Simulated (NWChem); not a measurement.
Species: CH$_{4}$AlFS; SMILES [S](C)[AlH][F]

```xyz
8

Al     0.4544    -0.9500     0.0000
F     -0.3799    -2.3892     0.0000
H      2.0307    -0.9554     0.0000
S     -0.6945     0.8846     0.0000
C      0.6662     2.1102     0.0000
H      1.6601     1.6391     0.0000
H      0.5737     2.7400     0.8947
H      0.5737     2.7400    -0.8947
```
Atoms are numbered in this order, from 1.

Computed with NWChem. Pople sets run with spherical d functions. STO-3G and 3-21G are far too small for this property and stand as cheap habits. Structure relaxed at the PBE0/def2-SVP level. B3LYP is NWChem's, with the RPA form of VWN correlation. Field at 589 nm.

```
level              isotropic polarisability (bohr³)  anisotropy (bohr³)
-----------------  --------------------------------  ------------------
B3LYP/STO-3G                                   25.6                24.3
B3LYP/6-31G*                                   51.0                   ?
B3LYP/def2-SVP                                 50.7                23.9
B3LYP/def2-SVPD                                63.2                20.2
B3LYP/aug-cc-pVDZ                              63.5                21.6
```

**Question.** Complete the blanks.

**Answer.** 
- B3LYP/6-31G*, anisotropy (bohr³): 23.4
